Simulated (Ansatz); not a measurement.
Reaction (redistribution): `CSS[SiH2][SiH3]` + `O=[CH][GeH3]` → `O=C[SiH2][SiH3]` + `CS[S][GeH3]`

Program: Ansatz. Geometries: PBE0-D4/def2-TZVP. ΔE: electronic, gas phase. CCSD(T)/CBS is the MP2 limit (def2-TZVPP, def2-QZVPP) plus CCSD(T) − MP2 in def2-TZVPP, frozen cores. For Ge outer-core shells are correlated without core-valence functions, which leaves a few kJ/mol of doubt a bond. Scalar relativity is left out up to krypton. Each species was taken in one conformer, which may not be the lowest.

| species | CCSD(T)/CBS(def2) energy (Eh) |
| --- | --- |
| `CSS[SiH2][SiH3]` | -1416.59211 |
| `O=[CH][GeH3]` | -2191.69659 |
| `O=C[SiH2][SiH3]` | -694.94742 |
| `CS[S][GeH3]` | -2913.33841 |

Question: Work out ΔE.

Answer: ΔE = (-694.94742) + (-2913.33841) − (-1416.59211) − (-2191.69659) = 0.00287 Eh = +1.8 kcal/mol.

Largest T1 diagnostic among the species: 0.016.

In def2-TZVPP, CCSD(T) changes the Hartree–Fock value by +1.9 kcal/mol (the triples alone add +0.2 kcal/mol) and MP2 by +2.4 kcal/mol. The D4 term adds +1.1 kcal/mol with B3LYP and +0.6 kcal/mol with PBE0; it sums over pairs of atoms, weighted by their polarisabilities, and B3LYP, whose exchange is more repulsive, gets the larger term.

B3LYP here is the variant with VWN-RPA as its local correlation; programs differ in this.
